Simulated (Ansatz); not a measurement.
`[CH3][Ta]([NH2])([F])=[S]` + HCl → `[CH3][Ta]([NH2])(=[S])[Cl]` + H–F at 700 K and 1 bar (ligand exchange at a Ta–F bond).

Calculated with Ansatz (gas phase, PBE0-D4/def2-TZVP geometries, no zero-point term in ΔE). CCSD(T)/CBS adds triple-zeta CCSD(T) − MP2 to the extrapolated MP2 energy (def2 sets, frozen cores). This one scheme is used for every species. def2 core potentials past Kr. For Ta outer-core shells are correlated without core-valence functions, which leaves a few kJ/mol of doubt a bond. Each species was taken in one conformer, which may not be the lowest.

| species | CCSD(T)/CBS energy (Eh) | H − E (kJ/mol) | S (J/(mol·K)) |
| --- | --- | --- | --- |
| `[CH3][Ta]([NH2])([F])=[S]` | -650.38845 | 253.1 | 505.8 |
| HCl | -460.38127 | 38.4 | 211.8 |
| `[CH3][Ta]([NH2])(=[S])[Cl]` | -1010.37366 | 252.3 | 519.0 |
| H–F | -100.39570 | 45.2 | 198.5 |

H − E and S are ideal-gas, rigid-rotor, harmonic terms from PBE0-D4/def2-TZVP, for one conformer and one mirror image of each species. 1 Eh = 2625.50 kJ/mol, R = 8.31446 J/(mol·K).

By hand: ΔE, ΔH, ΔS and ΔG.

ΔE = (-1010.37366) + (-100.39570) − (-650.38845) − (-460.38127) = 0.00036 Eh = 0.9 kJ/mol. Δ(H − E) = 252.3 + 45.2 − 253.1 − 38.4 = 6.0, so ΔH = 6.9 kJ/mol. ΔS = 519.0 + 198.5 − 505.8 − 211.8 = -0.1 J/(mol·K). ΔG = 6.9 − 700 × (-0.1)/1000 = 7.0 kJ/mol.

By hand: the equilibrium constant, and the temperature at which ΔG would vanish if ΔH and ΔS stayed fixed.

log₁₀ K = −ΔG/(RT ln 10) = -0.5. ΔH and −TΔS have one sign here, so there is no such temperature. One of them is within its doubt of zero, so this could turn.

The number of gas molecules stays the same, so ΔS is small and ΔH decides. A doubt of 5 kJ/mol in ΔE shifts log₁₀ K by 0.4 here. Other conformers and mirror images would add mixing entropy, several J/(mol·K) or more a flexible species. These are equilibria of isolated gas molecules and say nothing of rates. Largest T1 diagnostic: 0.020 (customary marks: 0.02 for closed shells, 0.045 for open ones).
